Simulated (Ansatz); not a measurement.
Program: Ansatz. Geometries: PBE0-D4/def2-TZVP. ΔE: electronic, gas phase. CCSD(T)/CBS is the MP2 limit (def2-TZVPP, def2-QZVPP) plus CCSD(T) − MP2 in def2-TZVPP, frozen cores. This one scheme is used for every species. Each species was taken in one conformer, which may not be the lowest.

Consider the cleavage of the B–Si bond: `CB[Si](Cl)(Cl)Cl` + `CCS` → `CBSCC` + `Cl[SiH](Cl)Cl`.

| species | MP2/def2-TZVPP energy (Eh) |
| --- | --- |
| `CB[Si](Cl)(Cl)Cl` | -1733.48926 |
| `CCS` | -477.33988 |
| `CBSCC` | -541.96608 |
| `Cl[SiH](Cl)Cl` | -1668.90781 |

Task: Work out ΔE.

Result: ΔE = (-541.96608) + (-1668.90781) − (-1733.48926) − (-477.33988) = -0.04475 Eh = -117.5 kJ/mol. CCSD(T)/CBS gives -110.6 kJ/mol.

Largest T1 diagnostic among the species: 0.012.

The D4 term adds +4.5 kJ/mol with B3LYP and +2.8 kJ/mol with PBE0; it sums over pairs of atoms, weighted by their polarisabilities, and B3LYP, whose exchange is more repulsive, gets the larger term.

B3LYP here is the variant with VWN-RPA as its local correlation; programs differ in this.
